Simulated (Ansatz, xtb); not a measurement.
**Relative energy of two isomers of C7H7NO**

We compare a, `Cc1ccc(C=O)cn1`, a singlet, with b, `N#C[C@@H]1CC=CC(=O)C1`, a singlet. Both are isolated molecules in the gas phase, relaxed with B3LYP-D3(BJ)/def2-SVP; the shapes shown needn't be the lowest conformers.

a (Å):

```xyz
16

C    -0.8793    0.1508   -2.8786
C    -0.5567   -0.1436   -1.4392
C    -1.1694   -1.2251   -0.7699
C    -0.8506   -1.4715    0.5561
C     0.0774   -0.6305    1.1927
C     0.4586   -0.8418    2.6060
C     0.6311    0.4157    0.4455
N     0.3280    0.6568   -0.8298
O     0.0194   -1.7243    3.3076
H    -0.6240   -0.7067   -3.5228
H    -0.3131    1.0295   -3.2118
H    -1.9566    0.3448   -3.0102
H    -1.8863   -1.8555   -1.3012
H    -1.2945   -2.2943    1.1213
H     1.2069   -0.1066    3.0012
H     1.3595    1.0914    0.9126
```

b (Å):

```xyz
16

C     0.8613   -0.8124    2.0594
C     0.0581   -0.0305    1.1153
C    -0.4285   -0.9002   -0.0609
C    -1.1194   -0.0716   -1.1049
C    -0.9472    1.2562   -1.2334
C    -0.0058    2.0199   -0.3823
C     0.8232    1.2053    0.6059
N     1.5081   -1.4386    2.7884
O     0.1342    3.2208   -0.4913
H    -0.8332    0.3214    1.6647
H    -1.1010   -1.6923    0.3045
H     0.4315   -1.4256   -0.5174
H    -1.7910   -0.5975   -1.7914
H    -1.4778    1.8357   -1.9930
H     1.7401    0.8799    0.0822
H     1.1349    1.8650    1.4271
```

Quicker runs give these differences E(b) − E(a): GFN2-xTB +21.0 kcal/mol; HF/STO-3G −2.4 kcal/mol (at GFN2-xTB geometries); r2SCAN-D4/def2-SVP +19.5 kcal/mol (at GFN2-xTB geometries).

Q: Which of the two would you expect CCSD(T)/def2-SVP + ΔMP2/def2-TZVPP electronic energies to favour?

A: Structure a; the calculation gives E(b) − E(a) = +9.0 kcal/mol.

Level by level:

```
                             level               geometry  E(b) − E(a) (kcal/mol)  departure from the last row (kcal/mol)  job, with rough time for the two
                          GFN2-xTB               GFN2-xTB                     +21.0                                   +12.0              optimisation, 0.15 s
                         HF/STO-3G               GFN2-xTB                      −2.4                                   −11.4              single point, 0.54 s
                r2SCAN-D4/def2-SVP               GFN2-xTB                     +19.5                                   +10.5               single point, 4.8 s
             B3LYP-D3(BJ)/def2-SVP  B3LYP-D3(BJ)/def2-SVP                     +17.9                                    +8.9                optimisation, 50 s
                       HF/def2-SVP  B3LYP-D3(BJ)/def2-SVP                     +11.2                                    +2.2           part of the CCSD(T) run
                      MP2/def2-SVP  B3LYP-D3(BJ)/def2-SVP                     +10.5                                    +1.5           part of the CCSD(T) run
                  CCSD(T)/def2-SVP  B3LYP-D3(BJ)/def2-SVP                      +8.9                                    −0.1                      single point
CCSD(T)/def2-SVP + ΔMP2/def2-TZVPP  B3LYP-D3(BJ)/def2-SVP                      +9.0                                                     single point, 2.8 min
```

As drawn, b has 1 C≡N, 4 C–C, 1 C=C in place of 4 C∷C, 2 C∷N (∷ is an aromatic bond). Structure a has a 6-membered ring (with an aromatic ring), b a 6-membered ring.

HF/STO-3G puts the two in the other order. The largest departure from CCSD(T)/def2-SVP + ΔMP2/def2-TZVPP is that of GFN2-xTB, 12.0 kcal/mol. The last row adds to CCSD(T) the change of the MP2 difference between the two basis sets, here +0.1 kcal/mol.

With thermal terms from frequencies at re-optimised GFN2-xTB minima (ideal gas, soft modes damped towards free rotors, one conformer each, 298.15 K, 1 atm): on the last row, ΔE + ΔZPE = +9.9, ΔH = +9.7, ΔG = +10.3 kcal/mol.

The correlated steps freeze 9 core orbitals. Mirror images aren't counted in ΔG. Run with Ansatz 0.2.0, xtb 6.7.1; the last row on 4 threads of Arm Neoverse V1 on a shared host.
